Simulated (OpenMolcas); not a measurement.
InNH2F2 (SMILES [NH2][In]([F])[F]): methods side by side

InNH2F2: 6 atoms, total charge 0, spin state singlet. SMILES: `[NH2][In]([F])[F]`. The shape is that of a PBE0-D4/def2-TZVP optimisation.

```xyz
6

N    -0.2599    1.1551   -0.2806
In    0.2714   -0.7457    0.0291
F     1.8629   -1.2849    0.9890
F    -0.6174   -2.2657   -0.7735
H     0.0317    1.7913    0.4494
H    -1.2466    1.2859   -0.4595
```

Each level gives the vertical ionisation energy (to the doublet cation) (eV). The values are calculated.

```csv
level,kind,program,value (eV),CPU time (all runs)
HF/def2-SVPD (core potential),Hartree–Fock,OpenMolcas,9.50,58 s
SVWN5/def2-SVPD (core potential),LDA,OpenMolcas,11.00,2.8 min
BLYP/def2-SVPD (core potential),GGA,OpenMolcas,10.58,3.8 min
M06-L/def2-SVPD (core potential),meta-GGA,OpenMolcas,10.62,4.7 min
B3LYP/def2-SVPD (core potential),global hybrid,OpenMolcas,10.94,3.3 min
BHLYP/def2-SVPD (core potential),global hybrid,OpenMolcas,10.75,2.8 min
M06-2X/def2-SVPD (core potential),hybrid meta-GGA,OpenMolcas,11.01,3.6 min
PBE0/def2-SVPD (core potential),global hybrid,OpenMolcas,10.85,3.2 min
```

Spin-orbit coupling, which can split open shells on such heavy atoms by tenths of an eV, is left out. The values span 9.50 to 11.01 eV. Times are those of the runs behind each value, whatever else they computed, on shared processors of several kinds: orders of magnitude only.
